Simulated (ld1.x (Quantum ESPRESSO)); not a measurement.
## Which setting gave this result? (Ni (Z = 28), ultrasoft)

Base potential:

- Element: Ni
- Generator: ld1.x (Quantum ESPRESSO) 7.5
- Type: ultrasoft
- Functional: Wu–Cohen
- Relativity: fully relativistic
- Frozen core: [Ne] 3s2
- Valence charge: 16
- Reference configuration: 3p6 3d7 4s0 4p0 (charge +3)
- Partial waves: 4s (bound, empty): rcut 1.55, rcutus 2.10 bohr; 4s channel at 2.3 Ry: rcut 1.55, rcutus 2.10 bohr; 3p (bound): rcut 1.15, rcutus 1.45 bohr; 4p (bound, empty): rcut 1.15, rcutus 1.45 bohr; 3d (bound): rcut 1.50, rcutus 1.60 bohr; 3d channel at -0.05 Ry: rcut 1.50, rcutus 1.60 bohr; 4f channel at 0.05 Ry: rcut 1.75, rcutus 2.05 bohr
- Local potential: all-electron potential smoothed inside 1.10 bohr (lloc = -1)
- Core correction: Bessel-smoothed model core inside 1.30 bohr
- Augmentation charge: PSQ, inside the norm-conserving radii

Open shells are filled in proportion to 2j + 1 (rel_dist='average').

Cutoffs, loose and tight: the cutoffs (Ry, on a coarse ladder) from which the occupation-weighted sum of valence levels, in a spherical-Bessel basis at the reference potential, stays within 10 and 1 mRy of its value at 400 Ry. They do not see the model core or the augmentation charge, which bear on the density cutoff. Test errors are all-electron minus pseudo excitation energies from the reference, over the configurations 3p6 3d8 4s2 4p0; 3p6 3d8 4s1 4p0; 3p6 3d8 4s0 4p0; 3p6 3d7 4s2 4p0; 3p6 3d8 4s1.5 4p0; 3p6 3d8 4s0 4p1; 3p6 3d8 4s1 4p1; variants that change the core or the reference have their own tests.

A file whose overlap is not positive is unfit for use, and its test errors describe a broken file.

Only the scale of all radii but the core radius (base = 1) is moved (4 further runs of the sweep failed or gave no value and are left out):

| scale of all radii but the core radius (base = 1) | cutoff, loose | cutoff, tight | bound ghosts | largest test error (meV) |
| --- | --- | --- | --- | --- |
| 1.06 | 50 Ry | 70 Ry | s | test run stopped at test 3 of 7 (negative rho), 2 before it not solved |
| 1.13 | 45 Ry | 60 Ry | s | test run stopped at test 1 of 7 (negative rho) |
| 1.32 | 25 Ry | 40 Ry | none | -228 over the solved tests; 2 of 7 tests not solved or not reliable |
| 1.38 | 21 Ry | 35 Ry | none | -169 over the solved tests; 2 of 7 tests not solved or not reliable |

**Question.** One more run gave cutoff, loose: 35 Ry; cutoff, tight: 50 Ry; bound ghosts: s; largest test error (meV): test run stopped at test 1 of 7 (negative rho). Which value of the scale of all radii but the core radius (base = 1) was used?

**Answer.** 1.22. The loose cutoff moves one way along this sweep, from 50 Ry at 1.06 to 21 Ry at 1.38, which places the run between 1.13 and 1.32.
